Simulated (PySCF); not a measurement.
Compound: C₅H₄FN.
Structure used (PBE0-D3(BJ)/def2-SVP), in Å, numbered top down from 1:
```
atom  x, y, z in Å
N1     2.9192   -0.5945    0.1049
C2     1.8555   -0.2276   -0.1664
C3     0.5154    0.2270   -0.4999
C4    -0.6507   -0.8125   -0.3387
C5    -1.2694    0.1461    0.6559
C6    -0.2520    1.0016    0.5391
F7     0.0542    2.1560    1.0780
H8     0.5319    0.7069   -1.4933
H9    -0.3189   -1.7777    0.0726
H10   -1.2140   -0.9843   -1.2690
H11   -2.1969    0.1307    1.2274
```

Level: CAM-B3LYP/def2-SVPD in PySCF, non-relativistic, on one gas-phase PBE0-D3(BJ)/def2-SVP geometry that isn't relaxed in the solvent. The solvent is an IEF-PCM continuum (Bondi radii, 1.10 Å for H, scaled by 1.2). The model holds no explicit solvent molecules, cavitation or dispersion.

Gas phase at CAM-B3LYP/def2-SVPD: HOMO -9.32 eV, LUMO 0.76 eV, dipole 4.40 D.

Task: What does the continuum do to the energy, the frontier levels and the dipole at CAM-B3LYP/def2-SVPD in benzene and acetone?

Result: 
| solvent | ε | E(solvent) − E(gas) (kcal/mol) | polarisation term (kcal/mol) | distortion of the solute (kcal/mol) | HOMO (eV) | LUMO (eV) | dipole (D) |
| --- | --- | --- | --- | --- | --- | --- | --- |
| benzene | 2.271 | -3.24 | -3.59 | 0.35 | -9.12 | 0.95 | 5.00 |
| acetone | 20.49 | -6.82 | -8.39 | 1.57 | -8.94 | 1.09 | 5.66 |

Polarisation term: ½ Σ q·V over the induced surface charges. Distortion: the rise of the solute's own energy as its density leaves the gas-phase optimum. The atom shares or the degeneracy of the LUMO differ from the gas phase in acetone, so that column needn't follow one orbital. From benzene to acetone the lowering changes by a factor 2.10, Onsager's factor (ε − 1)/(2ε + 1) by 2.02 and ε itself by 9.0.

Task: Which radius a makes the point-dipole formula ΔE = −[(ε − 1)/(2ε + 1)]·μ²/a³ give the value in acetone, with the gas-phase dipole?

Result: μ = 1.732 au and |ΔE| = 0.01086 Eh give a = 2.67 Å; the farthest nucleus lies 2.98 Å from the centroid of the nuclei, so such a sphere wouldn't even hold the nuclei. The formula assumes a rigid point dipole at the centre of a sphere.

Task: Give the dipole vector in the frame of the coordinates (D, pointing from negative to positive charge), gas and acetone.

Result: Gas (-4.17, -0.18, -1.39), solvent (-5.34, -0.24, -1.87). Its length changes by +29 % and its direction by less than 1°.

Task: How does the static polarisability (CAM-B3LYP/def2-SVPD, frozen core, with the continuum's full static response) change?

Result: 
```csv
medium,isotropic (au),principal values (au),⟨r²⟩ of the electrons (bohr²)
gas,59.2,"47.4, 56.8, 73.3",700.9
benzene,66.9,"53.4, 63.9, 83.4",701.5
acetone,77.1,"62.6, 73.2, 95.4",702.1
```

The isotropic value in acetone is 1.30 times the gas-phase one; no cavity-field correction is applied. ⟨r²⟩ is taken about the centre of nuclear charge.
